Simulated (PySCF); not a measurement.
PySCF 2.14 output of an unrestricted PBE0 calculation on a single atom or ion in cc-pVTZ-DK, with the spin-free X2C one-electron Hamiltonian (Gaussian nucleus):

```
SCF conv_tol = 1e-09
number electrons alpha = 15  beta = 10
    C. Adamo and V. Barone.,  J. Chem. Phys. 110, 6158 (1999)
    M. Ernzerhof and G. E. Scuseria.,  J. Chem. Phys. 110, 5029 (1999)
cycle= 1 E= -1272.11418507233  delta_E= -0.0104  |g|= 0.0534  |ddm|= 0.73
cycle= 2 E= -1272.11397123011  delta_E= 0.000214  |g|= 0.0684  |ddm|= 0.175
cycle= 3 E= -1272.11480967777  delta_E= -0.000838  |g|= 0.00219  |ddm|= 0.0921
cycle= 4 E= -1272.11481158634  delta_E= -1.91e-06  |g|= 0.000703  |ddm|= 0.00752
cycle= 5 E= -1272.11481175116  delta_E= -1.65e-07  |g|= 4.66e-05  |ddm|= 0.00181
cycle= 6 E= -1272.11481175208  delta_E= -9.22e-10  |g|= 7.19e-06  |ddm|= 0.000156
converged SCF energy = -1272.11481175208  <S^2> = 8.7509649  2S+1 = 6.0003216
```

The run itself started from symmetry-adapted Hartree-Fock orbitals and held the occupation by maximum overlap, on a logarithmic radial grid, so the iterations belong to that start.

Which element, charge and spin multiplicity is this?

Fe⁺ (iron, charge +1), multiplicity 6; the state was [Ar] 3d6 4s1, high-spin 6D determinant.
